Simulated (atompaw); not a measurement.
**silicon (Si) PAW (atompaw): all-electron and pseudo phase curves**

| Property | Result |
| --- | --- |
| Element | silicon |
| Generator | atompaw 4.2.0.5 |
| Type | PAW |
| Functional | PBE |
| Relativity | scalar-relativistic |
| Frozen core | [Ne] |
| Valence charge | 4 |
| Reference configuration | 3s2 3p2 |
| Partial waves | 3s (bound): rc 2.10 bohr; 3s channel at -0.1 Ry: rc 1.70 bohr; 3p (bound): rc 2.10 bohr; 3p channel at 1.45 Ry: rc 2.10 bohr; 3d channel at 0.3 Ry: rc 1.70 bohr; 3d channel at 1.35 Ry: rc 2.10 bohr |
| Local potential | bessel scheme, radius 1.75 bohr |
| Core correction | smooth core density matched at 1.15 bohr |
| Augmentation charge | besselshape compensation charge, radius 1.95 bohr; PAW radius 2.10 bohr; waves and projectors: custom rrkj gramschmidtortho |

The phase is arctan(r·u′/u) with u = r·R(r), unwrapped; energies in Ry, scanned from -3 to 5 Ry. A pole is an energy at which the radial function vanishes at the test radius. The pseudo phase is shifted by a multiple of π to meet the all-electron one at the reference energy, and phase errors are pseudo minus all-electron; the curves can meet again beyond the range given. Levels narrower than the energy grid can be missing from the lists of poles.

Problem. For each channel, where are the poles, and over which energies does the pseudopotential scatter like the atom?

Solution.

```json
{"channel": "s", "radius (bohr)": "2.10", "reference energy (Ry)": "-0.79", "poles, all-electron": "1.52", "poles, pseudo": "1.52", "unbroken range about the reference energy with phases within 0.05 rad": "the whole range", "phase error 1 Ry above the reference energy (rad)": "+0.000"}
{"channel": "p", "radius (bohr)": "2.10", "reference energy (Ry)": "-0.30", "poles, all-electron": "2.48", "poles, pseudo": "2.48", "unbroken range about the reference energy with phases within 0.05 rad": "the whole range", "phase error 1 Ry above the reference energy (rad)": "-0.000"}
{"channel": "d", "radius (bohr)": "2.10", "reference energy (Ry)": "0.30", "poles, all-electron": "3.24", "poles, pseudo": "3.24", "unbroken range about the reference energy with phases within 0.05 rad": "the whole range", "phase error 1 Ry above the reference energy (rad)": "-0.000"}
```

Phases in the p channel:

| E (Ry) | all-electron | pseudo |
| --- | --- | --- |
| -3.00 | 1.244 | 1.244 |
| -2.52 | 1.202 | 1.202 |
| -2.04 | 1.141 | 1.141 |
| -1.56 | 1.045 | 1.045 |
| -1.08 | 0.872 | 0.872 |
| -0.60 | 0.501 | 0.501 |
| -0.12 | -0.251 | -0.251 |
| 0.36 | -0.926 | -0.926 |
| 0.84 | -1.239 | -1.239 |
| 1.32 | -1.393 | -1.393 |
| 1.80 | -1.486 | -1.486 |
| 2.28 | -1.549 | -1.549 |
| 2.76 | -1.599 | -1.599 |
| 3.24 | -1.641 | -1.642 |
| 3.72 | -1.682 | -1.684 |
| 4.20 | -1.726 | -1.729 |
| 4.68 | -1.776 | -1.783 |
